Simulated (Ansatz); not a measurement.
Frontier orbitals of `[Cl][Ti]([Cl])([Cl])[c]1ccccc1`.

```xyz
15

Cl    3.357   -0.669    1.717
Ti    1.996    0.969    1.247
Cl    1.105    1.837    3.035
Cl    2.919    2.478   -0.029
C     0.453    0.183    0.216
C    -0.262    0.969   -0.693
C    -1.374    0.453   -1.338
C    -1.783   -0.848   -1.083
C    -1.082   -1.638   -0.181
C     0.031   -1.127    0.467
H     0.049    1.986   -0.904
H    -1.923    1.067   -2.044
H    -2.652   -1.251   -1.591
H    -1.403   -2.654    0.015
H     0.571   -1.755    1.166
```

Charge 0, multiplicity 1. Correlated methods include outer-core shells of Ti, which these sets cover unevenly. Scalar relativity is left out up to krypton. The structure was optimised at the PBE0-D4/def2-TZVP level. It is one conformer, not always the lowest. Basis def2-TZVPP, Ansatz 0.2.0.

| functional | HOMO (eV) | LUMO (eV) | gap (eV) |
| --- | --- | --- | --- |
| LDA (SPW92) | -7.09 | -4.26 | 2.83 |
| PBE | -6.88 | -4.02 | 2.86 |
| B97M-V | -7.04 | -3.92 | 3.12 |
| PBE0 | -7.88 | -3.18 | 4.70 |
| HSE06 (plane-wave form) | -7.49 | -3.55 | 3.94 |
| LC-ωPBE | -10.39 | -1.18 | 9.21 |
| ωB97X-V | -10.02 | -1.14 | 8.88 |
| ωB97M-V | -9.93 | -1.10 | 8.83 |

From PBE to PBE0 the HOMO moves by −1.01 eV and the LUMO by +0.84 eV, and with ωB97M-V by −3.05 and +2.92 eV, so the gap grows from 2.86 to 8.82 eV with exact exchange.

LC-ωPBE has ω = 0.4 bohr⁻¹.
